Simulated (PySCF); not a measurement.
Ligand exchange on a metal centre used in film growth or etching (Cd OH-Br). Gas-phase values, no solvent. One relaxed conformer stands for each flexible species; it need not be the lowest.

Computed with PBE-D3(BJ)/def2-TZVP // r2SCAN-D4/def2-SVP run with PySCF. All candidates: neutral, multiplicity 1. 

```json
{
  "HOMO–LUMO gap": "3.99 eV",
  "LUMO": "-3.16 eV",
  "HOMO": "-7.15 eV"
}
```

**Question.** Name which member has these values.
A) [Cd(Br)2]
B) [Cd(OH)(Br)]
C) [Cd(OH)2]

**Answer.** A, [Cd(Br)2]. The others give [Cd(OH)(Br)]: 3.91 eV, -2.78 eV, -6.69 eV; [Cd(OH)2]: 4.09 eV, -2.35 eV, -6.44 eV
